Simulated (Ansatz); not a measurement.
Zr4. Total charge 0; triplet. Geometry PBE0-D4/def2-SVPD, that of the charge -1 doublet; atoms count from 1.

Cartesian coordinates in Å:
```
Zr -0.866 0.501 0.885
Zr -0.961 -2.030 0.228
Zr 0.860 -0.514 -0.884
Zr 0.967 2.042 -0.229
```

In the def2 sets Zr takes a core potential; there is no spin–orbit coupling. The structure comes from a short search, and lower isomers may exist.

**Question.** Estimate the Mulliken populations from the PBE0/def2-TZVPD orbitals of Ansatz.

**Answer.** 
```
atom  charge (e)  spin (α − β)  d electrons
 Zr1        0.02          0.50         2.91
 Zr2        0.00          0.70         2.63
 Zr3        0.02          0.51         2.91
 Zr4       -0.04          0.29         2.58
```
Mulliken values and Mayer orders depend strongly on the basis. With diffuse functions, as here, like atoms can get unlike values, and bond orders can come out too low or too high.

**Question.** Where does the spin sit?

**Answer.** Summed by element: Zr 2.00, of 2 unpaired in all. Largest on single atoms: Zr2 0.70, Zr3 0.51, Zr1 0.50.

**Question.** And the Mayer bond orders between bonded heavy atoms (over 0.3)?

**Answer.** Zr1–Zr2 1.95 (2.62 Å); Zr1–Zr3 1.35 (2.67 Å); Zr1–Zr4 1.92 (2.64 Å); Zr2–Zr3 1.95 (2.62 Å); Zr3–Zr4 1.93 (2.64 Å). Values over 0.3 also appear between atoms too far apart for a bond (Zr2–Zr4 0.65 at 4.53 Å); they arise where an orbital or an unpaired electron spreads over both atoms.
